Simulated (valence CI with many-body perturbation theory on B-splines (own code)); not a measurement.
Rh6+: calculated level list

Level of theory: valence CI with perturbative core correlation (CI+MBPT): three valence electrons over a frozen Dirac-Fock core [Kr], a basis of 7 s, 7 p, 8 d, 6 f, 4 g, 1 h functions for each j, with the one-electron correlation potential Σ1 (screened to all orders), the two-electron term Σ2, the three-electron term Σ3, Breit, model QED; selected single and double excitations, second order for the rest (own B-spline code, finite nucleus).

No measured levels were compared; by estimate terms of the open shell hold to 2 to 4 % of their energy, and close levels can change places; different configurations can be misplaced against each other by 1,000 to 8,000 cm⁻¹. The list stops below the first excitations out of the core.

Levels 46 to 50 of 50, with energies above the lowest level, 4d³ ⁴F_3/2. "Leading %" is the weight of the configuration and term that name the level; weights of strongly mixed levels are sums over their largest components and can fall short. In the jj column 3d3/2^4 stands for four electrons in 3d with j = 3/2.

```
No.  Configuration  Term     J  E (cm⁻¹)  Leading %      g                Leading jj
 46          4d²5p   ⁴D°   3/2    296110         56  1.046  4d3/2 4d5/2 5p3/2 (58 %)
 47          4d²5p   ⁴F°   9/2    296850         55  1.253  4d3/2 4d5/2 5p3/2 (76 %)
 48          4d²5p   ⁴D°   5/2    297030         75  1.261  4d3/2 4d5/2 5p3/2 (67 %)
 49          4d²5p   ²S°   1/2    297210         84  1.956  4d3/2 4d5/2 5p1/2 (48 %)
 50          4d²5p   ⁴G°  11/2    298940         98  1.271      4d5/2^2 5p3/2 (71 %)
```

Names give the largest LS component (configuration and term), which can be under half, so a name can repeat, a term be missing and a line seem to break the LS rules; names also repeat where a configuration has a term twice.
